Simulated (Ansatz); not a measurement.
Li⁺ beside CH₅N: one fragment in the basis of the whole pair (the partner's atoms are ghosts).

The input file, in.yaml:

```yaml
crystal:
  periodic: [false, false, false]
  atoms:
    - {symbol: Li, position_ang: [-0.615823, 0.593065, -2.164364]}
basis:
  gaussian:
    orbitals: 6-31G
    ghost_atoms:
      - {symbol: C, position_ang: [-0.101675, 0.120464, -0.185954]}
      - {symbol: N, position_ang: [0.233256, -0.181989, 1.161703]}
      - {symbol: H, position_ang: [0.326421, -0.582157, -0.950366]}
      - {symbol: H, position_ang: [0.256919, 1.143307, -0.403755]}
      - {symbol: H, position_ang: [-1.203835, 0.110576, -0.272373]}
      - {symbol: H, position_ang: [1.224529, -0.125737, 1.347229]}
      - {symbol: H, position_ang: [-0.119892, -1.077429, 1.467779]}
total_charge: 1
hamiltonian: {xc: {name: B3LYP}}
```

Launched with

```bash
ansatz run in.yaml --threads 2 --pin off --events-out ev --progress --plain --max-ram 5222MiB
```

The run's output (Ansatz 0.2.0):

```
Functional definition: B3LYP
  name "B3LYP"
  cite "Stephens, Devlin, Chabalowski & Frisch, J. Phys. Chem. 98, 11623 (1994) doi:10.1021/j100096a001"
  cite "Becke, Phys. Rev. A 38, 3098 (1988) doi:10.1103/PhysRevA.38.3098"
  cite "Lee, Yang & Parr, Phys. Rev. B 37, 785 (1988) doi:10.1103/PhysRevB.37.785"
  cite "Vosko, Wilk & Nusair, Can. J. Phys. 58, 1200 (1980) doi:10.1139/p80-159"
  parameter a0 = 0.2
  parameter ax = 0.72
  parameter ac = 0.81
  exchange = (1 - a0 - ax)*slater_x + ax*b88_x + a0*exact_x
  correlation = (1 - ac)*vwn_rpa_c + ac*lyp_c
453 factors; integrals over basis functions are off by at most 9.2e-4 eV
mean field evaluation 1: about -198.2234 eV, gradient 3.5e-2 eV
mean field evaluation 2: about -198.2234 eV, gradient 3.3e-2 eV
mean field evaluation 4: about -198.2234 eV, gradient 7.3e-6 eV
mean field -198.22339420 eV, -7.2845753764 hartree, gradient 2.2e-6 eV, S^2 0.000000; 0 other end points of the search recorded, 0 dependent functions left out
reference -198.22345803 eV, -7.2845777219 hartree; 1, 1 occupied and 36, 36 virtual orbitals, 453 factors
Total energy: -198.22345803 eV, -7.2845777219 hartree
```

The lines “mean field evaluation” count trial sets of orbitals through the whole run, from several starts and some on an approximate energy, so they need not fall steadily or lie above the final value.

The run took about 0.6 s on 2 CPU threads of an Intel Xeon Platinum 8375C (shared host).
